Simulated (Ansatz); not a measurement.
Consider the redistribution: `NC(S)[SiH2]Cl` + `C[SiH2]N` → `NC([SiH3])S` + `C[SiH](N)Cl`.

Isolated molecules relaxed with PBE0-D4/def2-TZVP in Ansatz; ΔE leaves out vibrations. CBS: MP2 limit from def2 TZ/QZ plus the TZ coupled-cluster correction, frozen cores. Functionals use def2-TZVPP. One conformer a species, not always the lowest.

| species | PBE energy (Eh) |
| --- | --- |
| `NC(S)[SiH2]Cl` | -1243.83692 |
| `C[SiH2]N` | -386.35975 |
| `NC([SiH3])S` | -784.34758 |
| `C[SiH](N)Cl` | -845.85816 |

Question: Work out ΔE.

Answer: ΔE = (-784.34758) + (-845.85816) − (-1243.83692) − (-386.35975) = -0.00907 Eh = -5.7 kcal/mol. CCSD(T)/CBS gives -6.0 kcal/mol.

Largest T1 diagnostic among the species: 0.011.
